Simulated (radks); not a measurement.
Q: The mean radii <r> (bohr) of the occupied orbitals of an atom or ion are listed with their occupations. Calculated with a radial shooting solver on a logarithmic mesh with Libxc functionals: non-relativistic Kohn-Sham, PBE, spin-polarised, spherical densities, point nucleus.

| orbital | occ. | <r> |
|---|---|---|
| 1s down | 1 | 0.05484 |
| 1s up | 1 | 0.05484 |
| 2s up | 1 | 0.2485 |
| 2s down | 1 | 0.2479 |
| 2p up | 3 | 0.2169 |
| 2p down | 3 | 0.2163 |
| 3s up | 1 | 0.7268 |
| 3s down | 1 | 0.7315 |
| 3p up | 3 | 0.7448 |
| 3p down | 3 | 0.7518 |
| 3d up | 5 | 0.7852 |

Name the element and its charge. Open shells, if any, are filled with parallel spins first.

A: Z = 28, nickel, charge +5: Ni5+ in [Ar] 3d5. The 1s radius gives Z: for a bare nucleus <r> = 1.5/Z, 0.05357 bohr for Z = 28, and screening makes it slightly larger (0.05484 here). The occupations add up to 23, and the charge is Z minus that.
